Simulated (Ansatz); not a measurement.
## Abstraction of Cl: CBrCl3 + SbH2 → CBrCl2 + SbH2Cl

Species: CBrCl3 (bromotrichloromethane) `ClC(Cl)(Cl)Br`, singlet; SbH2 `[SbH2]`, doublet; CBrCl2 `Cl[C](Cl)Br`, doublet; SbH2Cl `[Cl][SbH2]`, singlet. A radical takes Cl: the energy is the difference in strength between the C–Cl bond broken and the Sb–Cl bond made.

Shapes, held fixed at every level: PBE0-D4/def2-TZVP. Programs: Ansatz 0.2.0. The zero-point and thermal change to 298 K, harmonic and unscaled (PBE0-D4/def2-TZVP), is +2.3 kJ/mol.

(1) Estimate ΔH(298 K) of this reaction.

Answers

(1) The highest level, CCSD(T)/def2-TZVPP, gives ΔH(298 K) = -26.7 kJ/mol; the levels span -67.0 to -26.7. The column of differences is taken from that level and isn't an error. No measured value is set beside it here. Open shells run unrestricted. For atoms past krypton def2 sets carry core potentials with scalar relativity. Relativity is left out for Br. Outer-core shells of Br, Sb are correlated, in sets that cover them unevenly. CCSD(T)/def2-TZVPP lies outside the range of all other levels here, so it shouldn't be taken on trust. Times are processor times on shared x86 and Arm servers, and rough.

```json
{"level": "HF/def2-TZVPP", "kind": "Hartree–Fock", "ΔH(298 K) (kJ/mol)": "-67.0", "less CCSD(T)/def2-TZVPP": "-40.3", "CPU time (sum over the molecules)": "–"}
{"level": "r2SCAN-D4/def2-TZVPP", "kind": "meta-GGA", "ΔH(298 K) (kJ/mol)": "-50.2", "less CCSD(T)/def2-TZVPP": "-23.5", "CPU time (sum over the molecules)": "50 s"}
{"level": "BHLYP-D4/def2-TZVPP", "kind": "global hybrid", "ΔH(298 K) (kJ/mol)": "-51.9", "less CCSD(T)/def2-TZVPP": "-25.2", "CPU time (sum over the molecules)": "32 s"}
{"level": "r2SCAN0-D4/def2-TZVPP", "kind": "global hybrid", "ΔH(298 K) (kJ/mol)": "-49.1", "less CCSD(T)/def2-TZVPP": "-22.4", "CPU time (sum over the molecules)": "60 s"}
{"level": "wB97X-V/def2-TZVPP", "kind": "range-separated hybrid", "ΔH(298 K) (kJ/mol)": "-41.9", "less CCSD(T)/def2-TZVPP": "-15.2", "CPU time (sum over the molecules)": "72 s"}
{"level": "CCSD/def2-TZVPP", "kind": "coupled cluster or CI", "ΔH(298 K) (kJ/mol)": "-31.9", "less CCSD(T)/def2-TZVPP": "-5.2", "CPU time (sum over the molecules)": "–"}
{"level": "CCSD(T)/def2-TZVPP", "kind": "coupled cluster or CI", "ΔH(298 K) (kJ/mol)": "-26.7", "less CCSD(T)/def2-TZVPP": "0.0", "CPU time (sum over the molecules)": "11 min"}
```
